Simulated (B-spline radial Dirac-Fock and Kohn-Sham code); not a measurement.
## Energy-loss ionisation edge M2 of Co

System: neutral cobalt in the configuration [Ar] 3d7 4s2. Calculated with a B-spline atomic structure program, using the first Born approximation with generalised oscillator strengths from a Dirac-Hartree-Slater potential (longitudinal and transverse terms; continuum final states only, so no white lines or fine structure). The edge is taken at 73.34 eV (orbital energy of the model).

Partial cross sections σ(β, Δ) in barn, integrated over a window Δ above the edge and up to the collection semi-angle β, for parallel illumination:

```
E₀ (kV)  β (mrad)  Δ = 25 eV  Δ = 50 eV  Δ = 100 eV  Δ = 200 eV  Δ = 300 eV
     60         5       3350       5210        8320       11300       12300
     80         5       3040       4750        7690       10600       11600
     80        10       4310       6840       11200       15700       17400
     80        20       6160       9950       16400       22900       25400
     80        50       7890      13200       22700       33300       37600
    100         5       2820       4430        7220       10100       11100
    120         5       2660       4190        6870        9630       10700
    120        20          ?          ?           ?           ?           ?
    120        50       6020      10100       17400       25900       29600
    200        50       4450       7470       12900       19400       22300
    200       100       4460       7480       12900       19400       22400
    300        10       2970       4810        8030       11400       12700
    300        20       3560       5940       10200       14900       16800
    300       100       3670       6160       10700       16000       18500
```

Question: Give the row for 120 kV and 20 mrad.

Answer: 5140 b for 25 eV, 8390 b for 50 eV, 14000 b for 100 eV, 19700 b for 200 eV, 21900 b for 300 eV.
